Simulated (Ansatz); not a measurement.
Reaction (formal exchange of groups at the Si–Si bond): `F[Si@@H](Cl)[Si@@H](F)Cl` + `C#CCC` → `C#CC[SiH](F)Cl` + `C[SiH](F)Cl`

Calculated with Ansatz (gas phase, PBE0-D4/def2-TZVP geometries, no zero-point term in ΔE). CCSD(T)/CBS adds triple-zeta CCSD(T) − MP2 to the extrapolated MP2 energy (def2 sets, frozen cores). Functionals use def2-TZVPP. One conformer a species, not always the lowest.

```
         level  ΔE (kJ/mol)
        PBE-D4        -70.4
       PBE0-D4        -76.3
          PBE0        -76.1
CCSD/CBS(def2)        -83.9
```

**Question.** What does CCSD(T)/CBS give? (An estimate is asked.)

**Answer.** The calculation gave: -83.9 kJ/mol. The listed levels differ from it by 13.5, 7.6, 7.8, 0.0 kJ/mol.

Largest T1 diagnostic among the species: 0.011.

From PBE to PBE0 (25 % exact exchange), in def2-TZVPP and without D4, ΔE moves by −6.0 kJ/mol.
